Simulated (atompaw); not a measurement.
**Pseudopotential generation for potassium: PAW (atompaw), LDA (PW92), scalar-relativistic.**

* Element: potassium
* Generator: atompaw 4.2.0.5
* Type: PAW
* Functional: LDA (PW92)
* Relativity: scalar-relativistic
* Frozen core: [Ne]
* Valence charge: 9
* Reference configuration: 3s2 3p6 4s1 4p0
* Partial waves: 3s (bound): rc 2.00 bohr; 4s (bound): rc 2.35 bohr; 3p (bound): rc 2.20 bohr; 4p (bound, empty): rc 3.00 bohr; 3d channel at 0.5 Ry: rc 3.00 bohr; 3d channel at 1 Ry: rc 3.00 bohr
* Local potential: troulliermartins scheme with l = 3 at 0.5 Ry, radius 2.15 bohr
* Core correction: smooth core density matched at 2.95 bohr
* Augmentation charge: sinc compensation charge, radius 2.25 bohr; PAW radius 3.00 bohr; waves and projectors: custom rrkj gramschmidtortho

All-electron outer shells of the reference configuration (LDA (PW92), scalar-relativistic, ld1.x):

| shell | level (eV) | outermost node (bohr) | outermost maximum (bohr) |
| --- | --- | --- | --- |
| 2s | -352.25 | 0.11 | 0.32 |
| 2p | -280.02 | – | 0.26 |
| 3s | -35.18 | 0.48 | 1.07 |
| 3p | -18.84 | 0.45 | 1.15 |
| 4s | -2.43 | 1.59 | 4.03 |
| 4p | -0.84 | 1.88 | 5.71 |

Question: Does the generator finish with these settings?

Answer: No. atompaw 4.2.0.5 stopped with "atompaw: The overlap operator has at least one negative eigenvalue!": the overlap operator built from these waves and projectors is not positive definite.
